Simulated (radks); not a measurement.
Gd3+, 61 electrons, occupied as [Xe] 4f7.

Calculated with a radial shooting solver on a logarithmic mesh with Libxc functionals: scalar-relativistic Kohn-Sham, r2SCAN, spin-polarised, spherical densities, finite nucleus; open shells are filled with parallel spins first (spin-orbit coupling, left out, can overturn this in heavy ions); meta-GGA in the generalised Kohn-Sham scheme; Fermi nuclear charge, rms radius 5.1569 fm.

Energy parts (eV):
| part | energy |
|---|---|
| total | -306685.87 |
| kinetic | 329292.13 |
| electron-nucleus | -746587.51 |
| Hartree | 117382.47 |
| exchange-correlation | -6772.96 |

Orbitals (lengths in bohr, moments of r in powers of bohr; r(90%) holds 90 % of the orbital's charge):
1s up: occ. 1; eigenvalue (eV) -50195.17; r(90%) 0.0396; <r^4> 1.143e-06; <1/r> 71.64
1s down: occ. 1; eigenvalue (eV) -50195.16; r(90%) 0.0396; <r^4> 1.143e-06; <1/r> 71.64
2s down: occ. 1; eigenvalue (eV) -8329.593; r(90%) 0.144; <r^4> 0.0001816; <1/r> 16.63
2s up: occ. 1; eigenvalue (eV) -8329.578; r(90%) 0.144; <r^4> 0.0001817; <1/r> 16.63
2p up: occ. 3; eigenvalue (eV) -7411.892; r(90%) 0.134; <r^4> 0.0001359; <1/r> 15.52
2p down: occ. 3; eigenvalue (eV) -7411.889; r(90%) 0.134; <r^4> 0.0001359; <1/r> 15.52
3s up: occ. 1; eigenvalue (eV) -1874.672; r(90%) 0.358; <r^4> 0.007010; <1/r> 6.112
3s down: occ. 1; eigenvalue (eV) -1871.310; r(90%) 0.357; <r^4> 0.006977; <1/r> 6.120
3p up: occ. 3; eigenvalue (eV) -1588.871; r(90%) 0.363; <r^4> 0.007370; <1/r> 5.739
3p down: occ. 3; eigenvalue (eV) -1585.505; r(90%) 0.363; <r^4> 0.007327; <1/r> 5.747
3d up: occ. 5; eigenvalue (eV) -1211.201; r(90%) 0.345; <r^4> 0.005915; <1/r> 5.436
3d down: occ. 5; eigenvalue (eV) -1208.586; r(90%) 0.344; <r^4> 0.005863; <1/r> 5.444
4s up: occ. 1; eigenvalue (eV) -404.1826; r(90%) 0.794; <r^4> 0.1732; <1/r> 2.564
4s down: occ. 1; eigenvalue (eV) -396.1662; r(90%) 0.794; <r^4> 0.1732; <1/r> 2.563
4p up: occ. 3; eigenvalue (eV) -309.5404; r(90%) 0.851; <r^4> 0.2268; <1/r> 2.359
4p down: occ. 3; eigenvalue (eV) -301.4914; r(90%) 0.851; <r^4> 0.2274; <1/r> 2.358
4d up: occ. 5; eigenvalue (eV) -178.0907; r(90%) 0.955; <r^4> 0.3581; <1/r> 2.079
4d down: occ. 5; eigenvalue (eV) -169.9886; r(90%) 0.958; <r^4> 0.3650; <1/r> 2.075
5s up: occ. 1; eigenvalue (eV) -77.4456; r(90%) 1.89; <r^4> 5.502; <1/r> 1.007
5s down: occ. 1; eigenvalue (eV) -73.6188; r(90%) 1.94; <r^4> 6.148; <1/r> 0.9749
5p up: occ. 3; eigenvalue (eV) -53.6566; r(90%) 2.19; <r^4> 9.874; <1/r> 0.8650
5p down: occ. 3; eigenvalue (eV) -50.9402; r(90%) 2.26; <r^4> 11.10; <1/r> 0.8340
4f up: occ. 7; eigenvalue (eV) -35.9480; r(90%) 1.41; <r^4> 1.980; <1/r> 1.547
4f down: occ. 0; eigenvalue (eV) -28.6119; r(90%) 1.54; <r^4> 2.923; <1/r> 1.494

The highest occupied level is 4f up at -35.948 eV. For comparison, the ionisation energy in NIST's Atomic Spectra Database is 44.4 eV (semi-empirical). In exact Kohn-Sham theory the highest level is minus the ionisation energy, but local and semilocal functionals leave it too shallow, through self-interaction and a potential that decays too fast; potentials with the right tail come closer. Spin moment in Bohr magnetons: 7. The spin density at the nucleus is 7.94 e/bohr^3 (1s 0.02, 2s -0.54, 3s -20.25, 4s 2.79, 5s 25.93).
